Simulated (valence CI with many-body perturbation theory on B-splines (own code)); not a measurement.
Eu XLII: what the settings do

Calculated by relativistic CI+MBPT: four valence electrons over a frozen Dirac-Fock core [Ar], a basis of 6 s, 6 p, 5 d, 5 f, 1 g functions for each j, with the one-electron correlation potential Σ1, the two-electron term Σ2, the three-electron term Σ3, Breit, model QED; selected CI, second order for the rest, scaled by the run's own slope (own B-spline code, finite nucleus).

The last digits are not significant, and no measured levels were compared; by estimate large intervals hold to a few tenths of a per cent, small ones and those within an open d or f shell to about a per cent. Only levels of the ground parity were solved; by the run's estimate the other parity begins above the list, which can be wrong where configurations are misplaced.

The reference run has the lowest level (3d3/2^4) J=0 and an ionisation energy of 3169.06 eV. Its largest variational space holds 8005 state functions.

Levels are named by their leading jj configuration (3d3/2^4 stands for four electrons in 3d with j = 3/2), which in mixed levels can hold well under half, so a name can repeat and another be missing. Letters in brackets count levels of one name in rising energy.

Changed runs:
A. size limit of the variational space 10000 → 6000
B. correlating orbitals by l 3 3 3 3 1 → 4 4 3 0 0; logarithmic knot step 0.27 → 0.2
C. factor on the speed of light 1 → 100; QED terms on → off; screening of Σ1 on → off
D. start configuration 3d4 → 4d4 (bad on purpose)

Excitation energies of the reference run in cm⁻¹, and shifts in cm⁻¹:

| Level | Reference | A | B |
| --- | --- | --- | --- |
| (3d3/2^3 3d5/2) J=1 | 212748 | 0 | -831 |
| (3d3/2^3 3d5/2) J=4 | 294140 | -2.3 | -89 |
| (3d3/2^3 3d5/2) J=2 | 296866 | -2.2 | -342 |
| (3d3/2^3 3d5/2) J=3 | 323667 | -2.9 | -33 |
| (3d3/2^2 3d5/2^2) J=0 | 485142 | 0 | -718 |
| (3d3/2^2 3d5/2^2) J=2 [a] | 502580 | -2.2 | -99 |
| (3d3/2^2 3d5/2^2) J=4 [a] | 503567 | -1.6 | -840 |
| (3d3/2^2 3d5/2^2) J=3 [a] | 518003 | -2.8 | -541 |
| (3d3/2^2 3d5/2^2) J=5 | 546188 | 0 | -425 |
| (3d3/2^2 3d5/2^2) J=6 | 565998 | 0 | -304 |
| (3d3/2^2 3d5/2^2) J=1 | 568727 | 0 | +132 |
| (3d3/2^2 3d5/2^2) J=4 [b] | 598234 | -2.4 | +162 |
| Ionisation energy (eV) | 3169.06 | 0 | -0.33 |

Run C ends with another lowest level, (3d3/2^2 3d5/2^2) J=0, and an ionisation energy of 3153.86 eV.

Run D: It gave no result: the start configuration must fill the lowest shells above the core. The program said: "4d is not the lowest shell of its kind above the core".
